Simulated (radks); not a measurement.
Polarisability of neutral tellurium, [Kr] 4d10 5s2 5p4, at imaginary frequency. All-electron calculation, non-relativistic Kohn-Sham, exchange-only LDA, spin-unpolarised, spherical densities, point nucleus; relativity is left out, which matters for an element this heavy. Program: a radial shooting solver on a logarithmic mesh with Libxc functionals. Response by self-consistent Sternheimer equations with the Hartree and adiabatic exchange-only LDA kernel.

w (hartree)  alpha1(iw) (bohr^3)
0.00266                    45.35
0.0143                     45.24
0.0360                     44.63
0.0697                     42.82
0.118                      38.99
0.186                      32.93
0.280                      25.44
0.413                      17.93
0.605                      11.60
0.892                      6.989
1.35                       3.982
2.12                       2.141
3.59                       1.020
6.94                      0.3678
17.5                     0.07972

Static values: alpha1 = 45.35 bohr^3 (6.720 angstrom^3; uncoupled 73.54). C6 = 513.4, triple-dipole C9 = 16500 atomic units. One-pole (London) frequency 4 C6 / (3 alpha1^2) = 0.333 hartree, against 0.187 for minus the highest occupied eigenvalue. The dipole shielding factor is 1.000, as the force sum rule N/Z = 1.000 demands. Recommended static value: 38 bohr^3 (Schwerdtfeger and Nagle, 2023 table).

Beside tabulated values, note that spin-unpolarised runs miss the spin-polarisation part of the exchange energy of open shells.
